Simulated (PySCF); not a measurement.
# Excitation energy of Ca by level of theory

Ca [Ar] 4s2 (1S) → Ca [Ar] 4p2 (3P), as a difference of total energies. Calculation: PySCF 2.14, in aug-cc-pwCVTZ-X2C (9s8p6d3f, 84 functions); the spin-free X2C one-electron Hamiltonian (Gaussian nucleus). Correlated levels: valence: [Ar] frozen. The calculations carry no spin-orbit coupling.

```
           method  excitation energy (eV)
              UHF                   4.175
    MP2 (valence)                   4.603
SCS-MP2 (valence)                   4.799
   CCSD (valence)                   4.587
```

Question: How much does correlation contribute at MP2 (valence)?

Answer: 4.603 − (4.175) = 0.428 eV, measured against UHF.

Errors of the correlated levels include the incompleteness of this basis and the frozen core.

With two correlated electrons CCSD is exact in that space.

The coupled-cluster amplitudes are large for the upper state (T1 above 0.03 or a double amplitude above 0.15), so a single reference is strained.

For comparison: 4.774 eV (measured; NIST levels, between the centres of gravity of the two terms).
